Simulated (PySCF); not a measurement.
Vertical excitations of a molecule C₂H₅O, multiplicity 2 from TDA-PBE/def2-SVPD in PySCF, as energy in eV (oscillator strength): 3.83 (0.018), 4.60 (0.004), 4.83 (0.003), 5.43 (0.006), 5.67 (0.020), 5.86 (0.019), 6.06 (0.009), 6.27 (0.047), 6.37 (0.025), 6.66 (0.034). Geometry optimised at B3LYP-D3(BJ)/def2-TZVP. Other conformers were not sampled.

Task: Which molecule gave these data?
A) [CH2]CO
B) CC[O]
C) [CH2]OC
D) C[CH]O

Result: C, [CH2]OC
